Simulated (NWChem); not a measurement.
# Ionisation of 1,3,5-trisilacyclohexane (C$_{3}$H$_{12}$Si$_{3}$)

```xyz
18

C      0.6704    -0.7070     1.5534
Si     0.4759    -1.7817     0.0000
C      0.6704    -0.7070    -1.5534
Si    -0.4868     0.7979    -1.5901
C     -0.2720     1.8132     0.0000
Si    -0.4868     0.7979     1.5901
H      1.7224    -0.3486     1.6084
H      0.4988    -1.3290     2.4584
H      1.4936    -2.8972     0.0000
H     -0.8952    -2.4110     0.0000
H      1.7224    -0.3486    -1.6084
H      0.4988    -1.3290    -2.4584
H     -0.2035     1.6515    -2.8030
H     -1.9155     0.3231    -1.6861
H     -0.9936     2.6584     0.0000
H      0.7455     2.2637     0.0000
H     -1.9155     0.3231     1.6861
H     -0.2035     1.6515     2.8030
```
Charge 0, spin multiplicity 1.

Program: NWChem. All single points use one geometry, from PBE/def2-SVP, held to Cs symmetry and with no frequency check, so it may be a saddle point. It is one conformer; others weren't searched.

Basis set: def2-SVP. The species with one electron less has spin multiplicity 2 and keeps the geometry of the parent. Δ marks differences of total energies (open shells unrestricted). −ε marks an orbital energy of the parent. That orbital need not have the symmetry of the hole or added electron in the Δ rows.

B3LYP has NWChem's definition, with VWN1-RPA local correlation. No SCF solution was tested for a lower state.

**Question.** Order these methods by the first vertical ionisation energy they give, lowest first: ΔB3LYP, −ε(HOMO) of BP86, G0W0@PBE, −ε(HOMO) of HF.

**Answer.** −ε(HOMO) of BP86 (7.03 eV), G0W0@PBE (9.46 eV), ΔB3LYP (9.82 eV), −ε(HOMO) of HF (11.20 eV)
